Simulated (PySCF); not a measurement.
Species: methyldichlorosilane, CH₄Cl₂Si.
Z-matrix (Å and degrees, PBE0-D3(BJ)/def2-TZVP geometry), rows numbered from 1:
```
C 
Si  1  1.8470
Cl  2  2.0487  1  109.88
Cl  2  2.0495  1  109.65  3  -119.56
H   1  1.0921  2  110.32  3   -64.69
H   1  1.0924  2  110.06  3   175.17
H   1  1.0918  2  110.20  3    55.31
H   2  1.4771  1  113.66  3   120.24
```

Method: PBE0-D3(BJ)/def2-TZVP geometry optimisation, gas phase (PySCF 2.14.0).

Masses are those of the commonest isotopes; rigid-rotor values at the optimised geometry. 

(1) Give the principal moments of inertia and the rotational constants in GHz.

(2) Classify the top.

(3) What does the inertial defect say?

(4) Give the coordinates in the principal-axis frame, origin at the centre of mass.

(5) Which lines would a microwave search look for?

## Answers

(1) Ia = 116.74, Ib = 209.83, Ic = 298.48 u·Å²; 505379 MHz·u·Å²/I gives 4329, 2409 and 1693 MHz, that is A = 4.3291, B = 2.4085, C = 1.6932 GHz.

(2) An asymmetric top. Ray's parameter κ = (2B − A − C)/(A − C) = -0.457; −1 is the prolate and +1 the oblate limit.

(3) Not planar: Δ = Ic − Ia − Ib = -28.09 u·Å². For a rigid frame Δ = −2 Σ m c², so Σ m c² = 14.05 u·Å² lies off the ab plane: 5.81 from hydrogen and 8.23 from heavier atoms. The atom farthest from that plane is 1.93 Å away.

(4) The sense of each axis is arbitrary; atoms in the order of the calculation.
```json
{"atom": "C1", "mass (u)": "12.000", "a (Å)": "-0.006", "b (Å)": "-2.078", "c (Å)": "0.345"}
{"atom": "Si2", "mass (u)": "27.977", "a (Å)": "0.000", "b (Å)": "-0.411", "c (Å)": "-0.451"}
{"atom": "Cl3", "mass (u)": "34.969", "a (Å)": "1.667", "b (Å)": "0.630", "c (Å)": "0.127"}
{"atom": "Cl4", "mass (u)": "34.969", "a (Å)": "-1.665", "b (Å)": "0.634", "c (Å)": "0.127"}
{"atom": "H5", "mass (u)": "1.008", "a (Å)": "0.837", "b (Å)": "-2.673", "c (Å)": "-0.014"}
{"atom": "H6", "mass (u)": "1.008", "a (Å)": "-0.934", "b (Å)": "-2.603", "c (Å)": "0.107"}
{"atom": "H7", "mass (u)": "1.008", "a (Å)": "0.073", "b (Å)": "-1.979", "c (Å)": "1.429"}
{"atom": "H8", "mass (u)": "1.008", "a (Å)": "0.002", "b (Å)": "-0.459", "c (Å)": "-1.927"}
```

(5) The dipole components are |μa| = 0.00 D, |μb| = 2.00 D, |μc| = 0.21 D. Intensities carry the squares of the components, which stand as 0.00 : 1.00 : 0.01 (a : b : c). Some lines, for components of 0.1 D or more:

| type | branch | J(Ka,Kc) | MHz | lower level (cm⁻¹) |
| --- | --- | --- | --- | --- |
| b | Q | 1(1,0) ← 1(0,1) | 2636 | 0.137 |
| c | Q | 3(2,2) ← 3(1,2) | 4807 | 0.965 |
| b | Q | 3(2,1) ← 3(1,2) | 5583 | 0.965 |
| b | R | 1(1,1) ← 0(0,0) | 6022 | 0.000 |
| c | R | 1(1,0) ← 0(0,0) | 6738 | 0.000 |
| b | R | 4(2,2) ← 3(3,1) | 6864 | 1.508 |
| b | R | 3(1,2) ← 2(2,1) | 7498 | 0.714 |
| b | Q | 2(2,1) ← 2(1,2) | 7908 | 0.451 |
| b | Q | 3(2,2) ← 3(1,3) | 9075 | 0.822 |
| c | Q | 4(3,2) ← 4(2,2) | 9813 | 1.737 |
| b | Q | 4(2,3) ← 4(1,4) | 10645 | 1.313 |
| b | Q | 3(3,0) ← 3(2,1) | 10734 | 1.151 |
| b | Q | 4(3,2) ← 4(2,3) | 11885 | 1.668 |
| b | R | 4(0,4) ← 3(1,3) | 14293 | 0.822 |
| b | R | 4(1,4) ← 3(0,3) | 15521 | 0.795 |
| c | Q | 4(4,1) ← 4(3,1) | 15547 | 2.070 |
| b | Q | 4(4,0) ← 4(3,1) | 15550 | 2.070 |
| c | R | 3(2,1) ← 2(1,1) | 18843 | 0.522 |
| c | R | 3(2,2) ← 2(1,2) | 20213 | 0.451 |
| b | R | 3(2,1) ← 2(1,2) | 20989 | 0.451 |
| b | R | 3(3,1) ← 2(2,0) | 23625 | 0.720 |
| b | R | 3(3,0) ← 2(2,1) | 23815 | 0.714 |
| c | R | 4(2,3) ← 3(1,3) | 25351 | 0.822 |
| c | R | 4(4,1) ← 3(3,1) | 32391 | 1.508 |

No frequency check. Constants of a rigid frame at the computed geometry: no zero-point averaging, no centrifugal distortion. A rigid rotor knows nothing of internal rotation, which can split or shift real lines. Quadrupole hyperfine structure (35Cl) is left out.

On Intel Xeon 6975P-C, one thread, no GPU, on a shared host, this took 55 s of wall time and 0.66 GiB of memory at its peak. That covers the optimisation of the geometry.
